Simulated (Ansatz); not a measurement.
Reaction (formal loss of a carbene): `C#[C][AlH][CH3]` → `C#[C][AlH2]` + `[CH2]` (triplet)

Gas-phase electronic energies from Ansatz, PBE0-D4/def2-TZVP geometries. CBS: MP2 limit from def2 TZ/QZ plus the TZ coupled-cluster correction, frozen cores. This one scheme is used for every species. Triplets are unrestricted, without spin–orbit coupling.

```tsv
species	CCSD(T)/CBS(def2) energy (Eh)
`C#[C][AlH][CH3]`	-359.12937
`C#[C][AlH2]`	-319.85078
`[CH2]` (triplet)	-39.09499
```

Work out ΔE.

ΔE = (-319.85078) + (-39.09499) − (-359.12937) = 0.18360 Eh = +482.0 kJ/mol.

Largest T1 diagnostic among the species: 0.013.

Leaving LDA and LC-ωPBE aside and taking each functional with its dispersion term where it has one, the values, not all of them listed here, spread over 31.9 kJ/mol, from r2SCAN0-D4 to ωB97X-V. LDA lies +69.4 kJ/mol from PBE without D4. The D4 term adds +7.4 kJ/mol with B3LYP and +4.0 kJ/mol with PBE0; it sums over pairs of atoms, weighted by their polarisabilities, and B3LYP, whose exchange is more repulsive, gets the larger term. At CCSD(T), def2-SVP lies −29.6 kJ/mol from the extrapolated value and def2-TZVPP −12.8 kJ/mol.

B3LYP here is the variant with VWN-RPA as its local correlation; programs differ in this.
